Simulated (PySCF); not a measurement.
## Orbital picture of SrBi⁺

M06-L at R = 3.224 Å; Sr def2-SVP with ECP28, Bi def2-SVP with ECP60; scalar-relativistic core potentials (PySCF 2.14). State: ³Σ⁻ (triplet), unpaired electrons π ↑↑. Only the outer orbitals are listed, counted within each symmetry, core potentials removing the inner ones.

```csv
spin,orbital,occ.,ε (eV),on Sr (%),main shells (%)
α,3π,1,-28.87,100,100 Sr p
α,3π,1,-28.87,100,100 Sr p
α,5σ,1,-28.51,99,99 Sr p
α,6σ,1,-17.88,3,97 Bi s
α,7σ,1,-8.70,34,"64 Bi p, 22 Sr s, 10 Sr d"
α,4π,1,-8.29,13,"87 Bi p, 10 Sr d"
α,4π,1,-8.29,13,"87 Bi p, 10 Sr d"
α,8σ,0,-5.85,86,"67 Sr s, 20 Sr p, 14 Bi p"
α,5π,0,-5.24,89,"89 Sr d, 10 Bi p"
α,5π,0,-5.24,89,"89 Sr d, 10 Bi p"
β,3π,1,-28.84,100,100 Sr p
β,3π,1,-28.84,100,100 Sr p
β,5σ,1,-28.44,99,99 Sr p
β,6σ,1,-16.92,4,96 Bi s
β,7σ,1,-8.28,39,"60 Bi p, 25 Sr s, 12 Sr d"
β,4π,0,-7.43,18,"81 Bi p, 14 Sr d"
β,4π,0,-7.43,18,"81 Bi p, 14 Sr d"
β,8σ,0,-5.77,85,"66 Sr s, 18 Sr p, 15 Bi p"
```

Problem. Which are the highest filled and the lowest empty level, where do they sit, and how wide is the gap?

Solution. Highest filled β 7σ at -8.28 eV (in %: 60 Bi p, 25 Sr s, 12 Sr d); lowest empty β 4π at -7.43 eV (in %: 81 Bi p, 14 Sr d); the gap at M06-L is 0.85 eV.

| Quantity | Value |
| --- | --- |
| bond order (Mayer) | 1.41 |
| ⟨S²⟩ | 2.004 |
| charge on Sr (Mulliken, basis-dependent) | 0.97 |
| charge on Sr (Löwdin, basis-dependent) | 0.73 |
| dipole moment (positive dipole points towards Bi; it is taken about the centre of mass and depends on that origin) | -13.04 D |

These are scalar-relativistic numbers at best; spin–orbit coupling would shift them, the dissociation energy most. The state is the lowest determinant that a PBE0 search found; another state may lie lower at other levels.
